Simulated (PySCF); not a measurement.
Amyl methyl ether, C6H14O.
SMILES: `CCCCCOC`

The closed-shell SCF was solved with PySCF and density fitting under several settings on one GFN2-xTB geometry (grid level 2 and gas phase unless stated).

| settings | basis functions | SCF cycles | E (Eh) | HOMO (eV) | LUMO (eV) | dipole (D) |
| --- | --- | --- | --- | --- | --- | --- |
| BHandHLYP/def2-SVPD, IEF-PCM methanol, start guess sap | 255 | 12 | -311.8799 | -9.00 | 1.42 | 1.73 |
| PBE0/pcSseg-1 | 189 | 12 | -311.8662 | -7.26 | 1.52 | 1.17 |

**Question.** Estimate the rows for these settings: (1) KT3/ANO-RCC-VDZP, grid level 1; (2) KT2/pcSseg-1.

**Answer.** 
```json
{"settings": "KT3/ANO-RCC-VDZP, grid level 1", "basis functions": "168", "SCF cycles": "10", "E (Eh)": "-317.2375", "HOMO (eV)": "-5.88", "LUMO (eV)": "-0.32", "dipole (D)": "1.00"}
{"settings": "KT2/pcSseg-1", "basis functions": "189", "SCF cycles": "14", "E (Eh)": "-317.4400", "HOMO (eV)": "-5.82", "LUMO (eV)": "0.61", "dipole (D)": "1.03"}
```

**Question.** Over all rows, what range does the HOMO–LUMO gap span?

**Answer.** From 5.56 eV (KT3/ANO-RCC-VDZP, grid level 1) to 10.42 eV (BHandHLYP/def2-SVPD, IEF-PCM methanol, start guess sap). The functional of the narrowest has no exact exchange, that of the widest 50 % exact exchange.

Whole jobs, the steps after the SCF included, on an AMD EPYC 7R43 with one thread, no GPU (shared host):

```csv
settings,work after the SCF,wall time,peak memory
"BHandHLYP/def2-SVPD, IEF-PCM methanol, start guess sap","25 singlets by full TDDFT, 2 Tamm–Dancoff triplets, polarisability",77 s,1.2 GiB
PBE0/pcSseg-1,shieldings,20 s,1.0 GiB
"KT3/ANO-RCC-VDZP, grid level 1","spin–spin couplings from 20 perturbed nuclei, spin–dipole term left out",72 s,0.90 GiB
KT2/pcSseg-1,shieldings,35 s,0.90 GiB
```

Cycle counts include a coarse-grid stage where the run had one. KT2 and KT3 were designed for NMR shieldings or shifts; total energies of different functionals aren't comparable. ANO-RCC sets were contracted for a scalar-relativistic Hamiltonian, but ran non-relativistically here. The structure is a single GFN2-xTB conformer; no vibrational corrections.

Conformer computed: `[CH3:1][CH2:2][CH2:3][CH2:4][CH2:5][O:6][CH3:7]`: C1–C2–C3–C4 180°, C2–C3–C4–C5 180°, C3–C4–C5–O6 180°, C4–C5–O6–C7 180°.
